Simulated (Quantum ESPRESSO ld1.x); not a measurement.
Task: Pb XXIX, 54 electrons, occupied as [Kr] 4d10 4f8. Calculated with ld1.x of Quantum ESPRESSO 7.5: Dirac Kohn-Sham, PBE, spin-unpolarised, spherical densities, point nucleus; open shells fill j = l - 1/2 first. Some entries of the table are withheld. Estimate them.

orbital  occ.  eigenvalue (hartree)  <r> (bohr)  <r^2> (bohr^2)
1s1/2       2            -3266.5645     0.01604       0.0003571
2s1/2       2                   (1)     0.06688        0.005361
2p1/2       2                   (2)     0.05487             (3)
2p3/2       4                   (4)     0.06379             (5)
3s1/2       2             -171.4994      0.1736         0.03460
3p1/2       2             -161.1765      0.1641             (6)
3p3/2       4             -143.1331      0.1802             (7)
3d3/2       4             -126.2430      0.1565         0.02872
3d5/2       6             -122.4018      0.1614         0.03041
4s1/2       2              -62.2973      0.3736          0.1574
4p1/2       2              -57.7988      0.3729          0.1579
4p3/2       4              -53.0062      0.4026          0.1836
4d3/2       4              -45.6913      0.3992          0.1828
4d5/2       6              -44.7480      0.4079          0.1907
4f5/2       6              -35.3988      0.3916          0.1770
4f7/2       2              -35.1556      0.3955          0.1803
5s1/2       0              -30.7815      0.7074          0.5573
5p1/2       0              -28.8617         (8)          0.5834
5p3/2       0              -27.2707         (9)          0.6524

Result: 
(1) 2s1/2 eigenvalue (hartree): -610.9144
(2) 2p1/2 eigenvalue (hartree): -587.9344
(3) 2p1/2 <r^2> (bohr^2): 0.003774
(4) 2p3/2 eigenvalue (hartree): -507.4340
(5) 2p3/2 <r^2> (bohr^2): 0.004955
(6) 3p1/2 <r^2> (bohr^2): 0.03144
(7) 3p3/2 <r^2> (bohr^2): 0.03769
(8) 5p1/2 <r> (bohr): 0.7225
(9) 5p3/2 <r> (bohr): 0.7643
